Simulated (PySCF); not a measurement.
A structure optimised at r2SCAN-D4/def2-SVP, used in a PySCF frequency run:

```xyz
6

Ga     0.0000     0.0000    -0.5661
Br     0.0000     1.9702     0.5697
Br     0.0000    -1.9702     0.5697
N      0.0000     0.0000    -2.3571
H      0.0000    -0.8470    -2.9142
H      0.0000     0.8470    -2.9142
```
Charge 0, spin multiplicity 1.

Q: Write its SMILES, formula and point group.

A: [NH2][Ga]([Br])[Br], Br₂GaH₂N, C2v

Q: What are its rotational constants (standard atomic weights)?

A: 2.9993, 0.81282, 0.63951 GHz
